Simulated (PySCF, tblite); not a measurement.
C2H13FSi5.
Structure used (GFN2-xTB), in Å, numbered top down from 1:
```xyz
21
C2H13FSi5 angstrom
C      3.357    1.036    0.657
C      2.193    0.600    1.103
F      1.497    1.404    1.962
Si     1.258   -0.991    0.674
Si    -0.783   -0.321   -0.282
Si    -0.308    1.094   -2.096
Si    -1.943   -2.227   -0.999
Si    -2.035    0.857    1.323
H      3.777    1.984    0.954
H      3.927    0.431   -0.022
H      1.150   -1.724    1.943
H      2.197   -1.747   -0.163
H      0.406    2.303   -1.681
H      0.525    0.446   -3.112
H     -1.526    1.537   -2.780
H     -1.199   -3.005   -1.992
H     -3.221   -1.879   -1.620
H     -2.249   -3.147    0.098
H     -3.361    1.198    0.794
H     -1.409    2.111    1.731
H     -2.262    0.057    2.529
```

Method used: PBE0/pcSseg-1 in PySCF (dipole) on a GFN2-xTB geometry, gas phase.

Masses are those of the commonest isotopes; rigid-rotor values at the optimised geometry. The values belong to one conformer with, in the numbering `[CH2:1]=[C:2]([F:3])[SiH2:4][Si:5]([SiH3:6])([SiH3:7])[SiH3:8]`, C1–C2–Si4–Si5 -119°.

(1) Give the principal moments of inertia and the rotational constants in GHz.

(2) What kind of rotor is it?

(3) What does the inertial defect say?

(4) Give the other two planar moments, Paa and Pbb, and the rms extents of the mass along the axes.

(5) Predict some low-J microwave lines.

(6) Estimate the classical rotational partition function at 25 K, 200 K and 298.15 K.

Answers

(1) Ia = 538.09, Ib = 977.78, Ic = 1018.41 u·Å²; 505379 MHz·u·Å²/I gives 939.2, 516.9 and 496.2 MHz, that is A = 0.9392, B = 0.5169, C = 0.4962 GHz.

(2) A near-prolate asymmetric top; Ray's κ = -0.907.

(3) Not planar: Δ = Ic − Ia − Ib = -497.46 u·Å². For a rigid frame Δ = −2 Σ m c², so Σ m c² = 248.73 u·Å² lies off the ab plane: 41.40 from hydrogen and 207.33 from heavier atoms. The atom farthest from that plane is 2.99 Å away.

(4) Paa = Σ m a² = (Ib + Ic − Ia)/2 = 729.05 and Pbb = Σ m b² = (Ia + Ic − Ib)/2 = 289.36 u·Å². With the mass M = 195.98 u, the rms extents √(P/M) along a, b and c are 1.93, 1.22, 1.13 Å.

(5) The dipole components are |μa| = 0.12 D, |μb| = 1.22 D, |μc| = 0.16 D. The squared components, which scale the intensities, stand as 0.01 : 1.00 : 0.02 (a : b : c). Some lines, for components of 0.1 D or more:

| type | branch | J(Ka,Kc) | MHz | lower level (cm⁻¹) |
| --- | --- | --- | --- | --- |
| c | Q | 1(1,1) ← 1(0,1) | 422 | 0.034 |
| b | Q | 1(1,0) ← 1(0,1) | 443 | 0.034 |
| b | Q | 2(1,1) ← 2(0,2) | 464 | 0.101 |
| b | Q | 3(1,2) ← 3(0,3) | 498 | 0.203 |
| c | Q | 3(2,2) ← 3(1,2) | 1237 | 0.219 |
| b | Q | 2(2,0) ← 2(1,1) | 1268 | 0.117 |
| b | Q | 2(2,1) ← 2(1,2) | 1329 | 0.115 |
| b | Q | 3(2,2) ← 3(1,3) | 1360 | 0.215 |
| b | R | 1(1,1) ← 0(0,0) | 1435 | 0.000 |
| c | R | 1(1,0) ← 0(0,0) | 1456 | 0.000 |
| b | R | 3(1,2) ← 2(2,1) | 1803 | 0.159 |
| a | R | 2(0,2) ← 1(0,1) | 2025 | 0.034 |
| a | R | 2(1,1) ← 1(1,0) | 2047 | 0.049 |
| b | Q | 3(3,0) ← 3(2,1) | 2160 | 0.261 |
| b | Q | 3(3,1) ← 3(2,2) | 2164 | 0.260 |
| b | R | 2(1,2) ← 1(0,1) | 2428 | 0.034 |
| a | R | 3(1,3) ← 2(1,2) | 3008 | 0.115 |
| a | R | 3(2,2) ← 2(2,1) | 3039 | 0.159 |
| a | R | 3(2,1) ← 2(2,0) | 3042 | 0.159 |
| a | R | 3(1,2) ← 2(1,1) | 3070 | 0.117 |
| b | R | 2(2,1) ← 1(1,0) | 3314 | 0.049 |
| c | R | 2(2,1) ← 1(1,1) | 3334 | 0.048 |
| b | R | 2(2,0) ← 1(1,1) | 3335 | 0.048 |
| b | R | 3(1,3) ← 2(0,2) | 3410 | 0.101 |
| b | R | 3(2,2) ← 2(1,1) | 4306 | 0.117 |

(6) Point group C1, symmetry number σ = 1; q = (√π/σ)·√((kT/h)³/(ABC)), k/h = 20836.6 MHz/K: 42900 at 25 K, 972000 at 200 K, 1770000 at 298.15 K.

Its lowest GFN2-xTB frequency is 8i cm⁻¹, too small to tell a flat minimum from a shallow saddle. These are rigid-rotor constants of the computed structure; measured ground-state constants (B0) also hold zero-point vibration. A rigid rotor knows nothing of internal rotation, which can split or shift real lines.

The run took 2.5 min wall on an Intel Xeon at 2.50 GHz with one thread, shared host, and the process peaked at 1.1 GiB of memory. This is the PBE0/pcSseg-1 job that gave the dipole, with the shieldings it also computed.
